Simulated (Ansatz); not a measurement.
Input and output for CH5ClGeOS, SMILES `O[CH](Cl)[GeH2][SH]`.

```yaml
crystal:
  periodic: [false, false, false]
  atoms:
    - {symbol: O, position_ang: [1.327053, 0.773971, 0.575238]}
    - {symbol: C, position_ang: [0.103340, 0.255194, 0.933421]}
    - {symbol: Cl, position_ang: [0.231110, -0.867110, 2.358327]}
    - {symbol: Ge, position_ang: [-0.601416, -0.801799, -0.584899]}
    - {symbol: S, position_ang: [-0.852842, 0.552241, -2.325907]}
    - {symbol: H, position_ang: [1.637275, 1.378977, 1.257973]}
    - {symbol: H, position_ang: [-0.605720, 1.019999, 1.258023]}
    - {symbol: H, position_ang: [-1.999993, -1.325851, -0.245003]}
    - {symbol: H, position_ang: [0.397333, -1.928567, -0.875688]}
    - {symbol: H, position_ang: [0.447160, 0.891744, -2.348585]}
basis:
  gaussian: {orbitals: def2-SVPD, fitting: {mean_field: def2-universal-jkfit}, point_charges: [{charge: 1.00, position_ang: [4.177, -0.154, -0.530]}]}
total_charge: -1
magnetization: {spin_polarized: true, initial_magnetization: 1}
hamiltonian: {xc: {name: revPBE}}
output: {forces: true}
```

```sh
$ ansatz run in.yaml --threads 4 --pin off --events-out ev --progress --plain --max-ram 10444MiB
```

It prints (some lines left out):

```
Functional definition: revPBE
764 factors; integrals over basis functions are off by at most 3.4e-1 eV
mean field evaluation 1: about -83018.5098 eV, gradient 3.0e1 eV
mean field evaluation 2: about -83006.2774 eV, gradient 6.4e1 eV
mean field evaluation 4: about -83021.8533 eV, gradient 3.1e0 eV
mean field evaluation 8: about -83021.8826 eV, gradient 8.9e-2 eV
mean field evaluation 16: about -83021.8827 eV, gradient 1.9e-4 eV
mean field -83021.88269557 eV, -3050.9979148090 hartree, gradient 3.1e-5 eV, S^2 0.750159; 0 other end points of the search recorded, 0 dependent functions left out
reference -83021.88276722 eV, -3050.9979174421 hartree; 43, 42 occupied and 132, 133 virtual orbitals, 764 factors
Total energy: -83021.88276722 eV, -3050.9979174421 hartree
Atom 0 at     1.327053     0.773971     0.575238 Å, force     2.325994    -2.681973    -0.740511 eV/Å
Atom 1 at     0.103340     0.255194     0.933421 Å, force     0.410704     0.880147    -0.554770 eV/Å
Atom 2 at     0.231110    -0.867110     2.358327 Å, force    -0.108024    -0.613296     0.686935 eV/Å
Atom 3 at    -0.601416    -0.801799    -0.584899 Å, force     0.060627    -0.172002     0.217781 eV/Å
Atom 4 at    -0.852842     0.552241    -2.325907 Å, force    -0.594081     0.232360    -0.497055 eV/Å
Atom 5 at     1.637275     1.378977     1.257973 Å, force     0.678144     0.641129    -0.343066 eV/Å
Atom 6 at    -0.605720     1.019999     1.258023 Å, force    -0.431979     0.440850     0.114014 eV/Å
Atom 7 at    -1.999993    -1.325851    -0.245003 Å, force    -0.242566    -0.101932     0.015768 eV/Å
Atom 8 at     0.397333    -1.928567    -0.875688 Å, force     0.130710    -0.191845    -0.028605 eV/Å
Atom 9 at     0.447160     0.891744    -2.348585 Å, force     0.650236     0.144721     0.104370 eV/Å
Dipole moment:    -3.208607    -0.453783     0.259733 e Å
```

It took 4.7 s on 4 threads of an Arm Neoverse V2 on a shared host, with 0.29 GiB of host memory at the peak.
